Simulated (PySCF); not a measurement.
Input and output

TlH (singlet). PySCF 2.14.0, RKS B3LYP, Tl def2-SVP with ECP60, H def2-SVP; non-relativistic Hamiltonian with scalar-relativistic core potentials where named; density fitting; no spin-orbit coupling. Purpose: singlet excitations, Tamm-Dancoff B3LYP.

```python
mol = gto.M(atom='''
Tl     0.00000    -0.00000     0.18822
H     -0.00000    -0.00000     2.10908''',
    basis={'Tl': 'def2-SVP', 'H': 'def2-SVP'},
    ecp={'Tl': 'def2-SVP'},
    charge=0, spin=0)
mf = dft.RKS(mol, xc='B3LYP')
mf.grids.atom_grid = (50, 194)
mf = mf.density_fit()  # fitting sets: Tl def2-universal-JKFIT, H def2-universal-JKFIT
mf.conv_tol = 1e-08; mf.max_cycle = 55
mf.kernel(dm0)  # dm0: converged density of the relaxed state
td = mf.TDA(); td.nstates = 8; td.kernel()
```

Run from Python with OMP_NUM_THREADS=2; the lines above give its settings. Where DIIS fails, smearing, a level shift and second-order steps follow.
It took 1.5 s on 2 threads of Intel(R) Xeon(R) Platinum 8488C (Sapphire Rapids), with other jobs on the host, from an already converged density.

(1) Where do the frontier levels lie, over both spins?

(2) What does the SCF print?

(3) What are the Mulliken charges and spins?

(4) Which singlet excitations follow (Tamm-Dancoff, 8 states)?

The geometry was relaxed with r2SCAN (Tl def2-SVP with ECP60, H def2-SVP).

Results:

(1) HOMO -5.54 eV, LUMO -1.90 eV. 

(2) 
```
init E= -173.158096559689
cycle= 1 E= -173.158493605746  delta_E= -0.000397  |g|= 0.00744  |ddm|= 0.152
cycle= 2 E= -173.158502018395  delta_E= -8.41e-06  |g|= 0.00639  |ddm|= 0.0295
cycle= 3 E= -173.158516330289  delta_E= -1.43e-05  |g|= 0.000299  |ddm|= 0.013
cycle= 4 E= -173.158516348971  delta_E= -1.87e-08  |g|= 0.000189  |ddm|= 0.00114
cycle= 5 E= -173.158516369637  delta_E= -2.07e-08  |g|= 7.19e-06  |ddm|= 0.000426
cycle= 6 E= -173.158516369661  delta_E= -2.33e-11  |g|= 1.02e-06  |ddm|= 1.96e-05
Extra cycle  E= -173.15851636966  delta_E= 3.13e-13  |g|= 7.01e-07  |ddm|= 2.91e-06
converged SCF energy = -173.15851636966
```

(3) 
```
atom  charge (e)  spin (e)
 Tl1       0.211     0.000
  H2      -0.211     0.000
```

(4) 
```tsv
state	eV	oscillator strength
1	2.75	0.0147
2	2.75	0.0147
3	7.66	0.8619
4	8.61	0.4035
5	8.83	0.4187
6	8.83	0.4187
7	9.62	0.0592
8	9.62	0.0592
```
Functionals without range separation put charge-transfer states too low; the basis has no diffuse functions.
